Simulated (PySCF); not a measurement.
CH₃S, multiplicity 2. Atoms are numbered in the order given.

```xyz
5

C     -0.0223    -1.1271     0.0000
S      0.0890     0.5765     0.0000
H      0.9066    -1.6763     0.0000
H     -0.9717    -1.6375     0.0000
H     -1.2244     0.8516     0.0000
```
Charge 0, spin multiplicity 2.

The structure is a stationary point at PBE0-D3(BJ)/def2-TZVP. The isomer is the one that the SMILES or the coordinates give; other isomers of the formula were not compared.

Method: M06-2X/def2-TZVPD (PySCF).

Mulliken values depend strongly on the basis, most of all with diffuse functions as here. ESP charges are fitted to the potential on shells at 1.4 to 2.0 van der Waals radii. Atomic charges (e):

```
atom  ESP fit  Mulliken  Mulliken spin
----  -------  --------  -------------
C1        [?]     -0.51           1.02
S2        [?]     -0.16           0.19
H3        [?]      0.26          -0.10
H4        [?]      0.27          -0.10
H5        [?]      0.15           0.00
```

Task: Some entries are withheld; supply them. (Estimate from the structure and the level; the computed values follow.)

Result: 
- C1, ESP fit: -0.62
- S2, ESP fit: -0.10
- H3, ESP fit: 0.29
- H4, ESP fit: 0.24
- H5, ESP fit: 0.20
